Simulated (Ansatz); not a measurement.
Ansatz results at the PBE0-D4/def2-TZVP geometry: size of the dipole moment (PBE/def2-TZVPP) 1.22 D; LUMO energy (ωB97M-V/def2-TZVPP) -1.04 eV; LUMO energy (PBE0/def2-TZVPP) -2.93 eV.

Each molecule was computed in one conformer, which needn't be the lowest.

(1) Which molecule gave them?
A. `[GeH3][S]S[AsH2]`
B. `[AlH2]/[CH]=C/B[SiH3]`
C. `CCC(O)(F)F`
D. `[SiH3][CH2][GaH][Cl]`

## Answers

(1) B. The others give `CCC(O)(F)F`: 0.71, 2.61, 1.22; `[GeH3][S]S[AsH2]`: 1.39, 0.93, -1.06; `[SiH3][CH2][GaH][Cl]`: 2.29, 0.17, -1.52.
